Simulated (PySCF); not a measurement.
3-methylbut-1-ene (C₅H₁₀), SMILES C=CC(C)C.

The structure is a stationary point at PBE0-D3(BJ)/def2-SVP. Other conformers were not sampled.

All values below come from SMD-ωB97X/def2-SVP in PySCF.

Solvation free energies are E(SMD) − E(gas) at the gas-phase geometry, for 1 M in both phases. In vacuum the dipole moment is 0.39 D.

### Question
Rank water, ethanol, cyclohexanone by solvation free energy, most negative first.

### Answer
ethanol (-2.3 kcal/mol), cyclohexanone (-2.0 kcal/mol), water (1.8 kcal/mol)
